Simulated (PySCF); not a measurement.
B3H5N3, SMILES N1[B]NBNB1 (connectivity only; charge and spin as stated), charge +1, multiplicity 1.

Geometry: PBE-D3(BJ)/def2-SVP. The spin state was assumed, not searched. The isomer is the one that the SMILES or the coordinates give; other isomers of the formula were not compared.

The numbers are results of PBE-D3(BJ)/def2-SVP run with PySCF, not measurements.

No scaling factor is applied to the harmonic values.

Task: List the normal modes with their intensities. (The exact figures need the calculation; the answer reports its results.)

Result: 
```json
[
 {"mode": "1", "ν (cm⁻¹)": "284", "IR (km/mol)": "0.0", "moving atoms (share of kinetic energy)": "N 42 %, B 30 %, H 28 %"},
 {"mode": "2", "ν (cm⁻¹)": "330", "IR (km/mol)": "5.7", "moving atoms (share of kinetic energy)": "H 36 %, N 34 %, B 30 %"},
 {"mode": "3", "ν (cm⁻¹)": "436", "IR (km/mol)": "10.3", "moving atoms (share of kinetic energy)": "N 53 %, B 40 %"},
 {"mode": "4", "ν (cm⁻¹)": "459", "IR (km/mol)": "0.0", "moving atoms (share of kinetic energy)": "H 87 %, N 10 %"},
 {"mode": "5", "ν (cm⁻¹)": "481", "IR (km/mol)": "1.0", "moving atoms (share of kinetic energy)": "B 61 %, N 33 %"},
 {"mode": "6", "ν (cm⁻¹)": "483", "IR (km/mol)": "51.3", "moving atoms (share of kinetic energy)": "B 58 %, N 34 %, H 8 %"},
 {"mode": "7", "ν (cm⁻¹)": "593", "IR (km/mol)": "154.3", "moving atoms (share of kinetic energy)": "H 88 %"},
 {"mode": "8", "ν (cm⁻¹)": "713", "IR (km/mol)": "5.4", "moving atoms (share of kinetic energy)": "H 80 %, B 14 %"},
 {"mode": "9", "ν (cm⁻¹)": "768", "IR (km/mol)": "12.9", "moving atoms (share of kinetic energy)": "N 57 %, B 31 %, H 12 %"},
 {"mode": "10", "ν (cm⁻¹)": "860", "IR (km/mol)": "0.0", "moving atoms (share of kinetic energy)": "H 66 %, B 31 %"},
 {"mode": "11", "ν (cm⁻¹)": "878", "IR (km/mol)": "0.0", "moving atoms (share of kinetic energy)": "B 61 %, H 24 %, N 16 %"},
 {"mode": "12", "ν (cm⁻¹)": "882", "IR (km/mol)": "108.5", "moving atoms (share of kinetic energy)": "H 66 %, B 21 %, N 12 %"},
 {"mode": "13", "ν (cm⁻¹)": "884", "IR (km/mol)": "0.1", "moving atoms (share of kinetic energy)": "H 43 %, B 29 %, N 28 %"},
 {"mode": "14", "ν (cm⁻¹)": "934", "IR (km/mol)": "8.7", "moving atoms (share of kinetic energy)": "H 65 %, N 25 %, B 11 %"},
 {"mode": "15", "ν (cm⁻¹)": "979", "IR (km/mol)": "9.4", "moving atoms (share of kinetic energy)": "H 80 %, B 13 %"},
 {"mode": "16", "ν (cm⁻¹)": "995", "IR (km/mol)": "34.8", "moving atoms (share of kinetic energy)": "H 67 %, N 26 %"},
 {"mode": "17", "ν (cm⁻¹)": "1083", "IR (km/mol)": "18.6", "moving atoms (share of kinetic energy)": "H 70 %, N 25 %"},
 {"mode": "18", "ν (cm⁻¹)": "1203", "IR (km/mol)": "3.8", "moving atoms (share of kinetic energy)": "H 58 %, B 38 %"},
 {"mode": "19", "ν (cm⁻¹)": "1219", "IR (km/mol)": "235.5", "moving atoms (share of kinetic energy)": "N 60 %, H 24 %, B 16 %"},
 {"mode": "20", "ν (cm⁻¹)": "1303", "IR (km/mol)": "195.5", "moving atoms (share of kinetic energy)": "B 63 %, H 21 %, N 16 %"},
 {"mode": "21", "ν (cm⁻¹)": "1387", "IR (km/mol)": "189.5", "moving atoms (share of kinetic energy)": "N 47 %, H 32 %, B 21 %"},
 {"mode": "22", "ν (cm⁻¹)": "1788", "IR (km/mol)": "351.4", "moving atoms (share of kinetic energy)": "B 71 %, N 27 %"},
 {"mode": "23", "ν (cm⁻¹)": "2658", "IR (km/mol)": "48.6", "moving atoms (share of kinetic energy)": "H 90 %, B 10 %"},
 {"mode": "24", "ν (cm⁻¹)": "2661", "IR (km/mol)": "3.2", "moving atoms (share of kinetic energy)": "H 90 %, B 10 %"},
 {"mode": "25", "ν (cm⁻¹)": "3505", "IR (km/mol)": "134.0", "moving atoms (share of kinetic energy)": "H 93 %"},
 {"mode": "26", "ν (cm⁻¹)": "3550", "IR (km/mol)": "438.1", "moving atoms (share of kinetic energy)": "H 93 %"},
 {"mode": "27", "ν (cm⁻¹)": "3556", "IR (km/mol)": "147.3", "moving atoms (share of kinetic energy)": "H 93 %"}
]
```
